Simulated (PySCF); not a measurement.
# Dipole response of Sn²⁺ (tin, charge +2)

[Kr] 4d10 5s2, closed-shell 1S. Computed with PySCF 2.14 in def2-TZVPPD with the def2 core potential (28 electrons), with scalar relativity through the core potential. Coupled (time-dependent) response in atomic units; α is the mean over directions.

```
   method  mean α (bohr³)  C₆ (like pair)  S(−4)
      UHF           17.83           101.7  136.9
      PBE           14.64           81.13  85.53
     PBE0           15.36           85.58  96.25
BHandHLYP           15.65           87.06  101.2
  wB97M-V           15.96           88.88  107.5
```

S(−4) is the Cauchy moment in α(ω) = α(0) + S(−4) ω² + …

α(iu) at wB97M-V:

```csv
u (hartree),α(iu) (bohr³)
0,15.96
0.0500,15.70
0.100,14.96
0.200,12.70
0.300,10.32
0.500,6.903
0.750,4.675
1.00,3.503
1.50,2.309
2.00,1.690
3.00,1.040
5.00,0.5052
```

A single London oscillator, α(iu) = α/(1 + u²/ω²), gives C₆ = (3/4) ω α². Matching the computed C₆ needs ω = 4 × 88.88 / (3 × 15.96²) = 0.465 hartree.

For an ion, C₆ is the dispersion term alone; charge-induced terms of lower order in 1/R come first.

Energies and moments cover only the electrons outside the core potential.
